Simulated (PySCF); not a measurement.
Gas-phase reaction: SnF₄ + 3 SnH₂ + 6 H → 4 SnH₃F

Energies from PySCF, thermal terms from the rigid-rotor harmonic-oscillator model, ideal gas at 1 bar. † marks an energy on the PBE0/def2-TZVP geometry and frequencies. CCSD(T) freezes the core. Open shells (unrestricted): H (multiplicity 2); the rest are closed-shell singlets. Sn: scalar-relativistic def2 core potential, no spin-orbit coupling. SnH₂, SnH₃F: computed as isolated molecules; such fragments, hydroxides, amides, oligomers or adducts are transient or little studied in the gas. CCSD(T) isn't extrapolated to the basis-set limit; its ΔH°(298 K) is -1516.9 kJ in def2-SVP and -1588.2 kJ in def2-TZVPP. The harmonic model lacks anharmonicity and excited electronic states, which grow with temperature; levels with a mode under 35 cm⁻¹ are left out.

```tsv
level	ΔE electronic, kJ	ΔH°(298 K), kJ	ΔS°(298 K), J/K	ΔG°(800 K), kJ
CCSD(T)/def2-SVP†	-1613	-1517	-643	-985
CCSD(T)/def2-TZVPP†	-1684	-1588	-643	-1056
PBE/def2-TZVP†	-1605	-1508	-643	-976
PBE0/def2-QZVP†	-1646	-1550	-643	-1018
r2SCAN/def2-TZVP†	-1678	-1582	-643	-1050
ωB97X-V/def2-TZVP†	-1705	-1609	-643	-1077
```
ΔH° is lowest at ωB97X-V/def2-TZVP† and highest at PBE/def2-TZVP†. No reference value is set beside these.
